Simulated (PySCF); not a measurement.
Electron correlation in Br⁺ (bromine, charge +1)

[Ar] 3d10 4s2 4p4, high-spin 3P determinant. Computed with PySCF 2.14 in aug-cc-pVTZ-DK (7s6p4d2f, 59 functions), with scalar relativity by spin-free X2C-1e. Frozen: [Ar] 3d10; 6 electrons correlated.

MP2 pair energies summed by pair of shells (mhartree):

```
 pair  energy  share (%)
4s-4p  -48.44       46.4
4p-4p  -47.77       45.7
4s-4s   -8.30        7.9
```

Total MP2 correlation energy: -104.51 mhartree.

Same-spin part -23.58 and opposite-spin part -80.93 mhartree; SCS-MP2 scales them by 1/3 and 6/5 to -104.98 mhartree.
